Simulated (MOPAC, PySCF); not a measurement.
C₈H₉FSi, SMILES `C=Cc1ccc(F)cc1[SiH3]` (C–C–C–C torsion 20°), neutral singlet in the gas phase. 

Cartesian coordinates (Å):
SMILES: Fc1ccc(C=C)c([SiH3])c1
```xyz
19

C      2.7861    -1.0059     0.0978
C      1.6772    -0.4404     0.5894
C      0.3607    -0.3747    -0.0614
C      0.0183    -1.2640    -1.0922
C     -1.2145    -1.2015    -1.7285
C     -2.1270    -0.2360    -1.3217
F     -3.3143    -0.1672    -1.9202
C     -1.8295     0.6524    -0.2973
C     -0.5872     0.5935     0.3468
Si    -0.2369     1.8470     1.7110
H      2.8135    -1.4755    -0.8898
H      3.7163    -1.0069     0.6701
H      1.7442     0.0351     1.5758
H      0.7287    -2.0375    -1.3917
H     -1.4848    -1.8956    -2.5263
H     -2.5858     1.3887    -0.0147
H      0.9421     2.7028     1.3787
H     -1.4460     2.7109     1.8555
H      0.0389     1.1747     3.0186
```
Charge 0, spin multiplicity 1.

All levels are single points at this geometry (PBE0-D3(BJ)/def2-SVP); Pople sets use spherical d functions. Orbital energies aren't observables, and empty levels follow the basis.

```csv
level,HOMO (eV),LUMO (eV),gap (eV),dipole (D),"vertical IE, Delta-SCF (eV)"
PBE0-D3(BJ)/def2-TZVP in PySCF,-6.70,-1.35,5.36,1.26,8.33
B3LYP/6-31G* in PySCF,-6.17,-1.06,5.11,1.17,8.06
BP86/6-31G* in PySCF,-5.51,-1.85,3.67,1.05,–
PBE/6-31G* in PySCF,-5.42,-1.75,3.67,1.04,7.95
PM3 in MOPAC,-9.09,-0.26,8.83,1.79,–
PM7 in MOPAC,-9.35,-0.48,8.87,1.77,–
```
